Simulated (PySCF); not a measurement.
# One molecule, several mistakes: BH3NOSi anion

All numbers below are calculated, not measured. The program is PySCF 2.14.0, an open-source quantum chemistry code, run on an isolated molecule that a program drew, which may never have been made. The molecule is BH3NOSi anion (charge -1, singlet), drawn as the SMILES string `B=N[SiH-]O`.

Each row is a Hartree-Fock (HF) and frozen-core CCSD(T) single point in the aug-cc-pV(D+d)Z basis, meant for a local HF minimum. Run 1 is clean. Each other run has one planted mistake out of seven kinds, and not every kind appears here: one electron removed, one electron added, multiplicity raised by two, geometry at a saddle point, minimal basis STO-3G, one bond length entered in bohr, all coordinates scaled. The reference is restricted for singlets and unrestricted otherwise, and also for a bond in bohr. Adding or removing an electron swaps singlet and doublet. Electrons count all cores. HOMO and LUMO are orbital energies over both spins, the gradient is its largest component, and the lowest frequency (negative if imaginary) is given only where the gradient is small. Bond lengths are over the 6 bonds as drawn. T1 is the CCSD diagnostic: over 0.02 (restricted) or 0.045 (unrestricted) a single reference is doubtful.

Geometry of the clean run:
```xyz
7
BH3NOSi anion, angstrom
B     0.7202   -1.5036   -0.0690
N    -0.2711   -0.9355   -0.5340
Si   -1.8539   -0.1399   -1.0163
O    -2.1707   -1.0257   -2.4821
H     1.6645   -2.0462    0.3747
H    -1.1862    1.1163   -1.6347
H    -1.4052   -1.0968   -3.0279
```

```
run  electrons  basis functions  <S^2>  HOMO (eV)  LUMO (eV)  gradient (hartree/bohr)  lowest frequency (cm^-1)  mean bond (Å)  longest bond (Å)      T1  HF (hartree)  CCSD(T) (hartree)                     mistake
  1         38              128  0.000      -1.92       3.31                  3.1e-05                       143         1.4135             1.836  0.0176    -444.74850         -445.37201                    no fault
  2         38               27  0.000       1.98      16.87                  6.6e-02                         -         1.4135             1.836  0.0155    -439.16965         -439.40040        minimal basis STO-3G
  3         38              128  2.009       0.89       2.54                  9.3e-02                         -         1.4135             1.836  0.0918    -444.68723         -445.27726  multiplicity raised by two
  4         37              128  0.758     -10.21       0.08                  8.2e-02                         -         1.4135             1.836  0.0184    -444.72119         -445.30375                           ?
  5         38              128  0.016      -3.71       3.08                  2.9e-02                         -         1.6718             3.291  0.0309    -444.64034         -445.27328                           ?
```

**Which mistake was planted in run 4, and what did it cost?**

It counts 37 electrons, one fewer than the clean run, at the same geometry and basis. So the mistake is: one electron removed. Subtracting run 1 and multiplying by 627.51 kcal/mol a hartree, the energy moved by 17.1 kcal/mol in HF and 42.8 kcal/mol in CCSD(T).

**Which mistake was planted in run 5, and what did it cost?**

The mean bond changes by a factor of 1.183 and the longest by 1.792, so the molecule wasn't scaled as a whole. A length L in bohr read as angstrom grows by (1/0.5292 - 1) L = 0.890 L. The 6 bonds together grew by 6 x 0.2583 = 1.550 Å, which gives L = 1.742 Å. That is bond Si3-O4, 1.742 Å in the clean geometry. So the mistake is: one bond length entered in bohr. Subtracting run 1 and multiplying by 627.51 kcal/mol a hartree, the energy moved by 67.9 kcal/mol in HF and 62.0 kcal/mol in CCSD(T).

Cautions from the logs. Run 2: the HOMO is above zero, so the electron isn't bound and the energy depends on the basis; run 3: T1 is over the limit, so its CCSD(T) energy is less reliable and the HOMO is above zero, so the electron isn't bound and the energy depends on the basis.
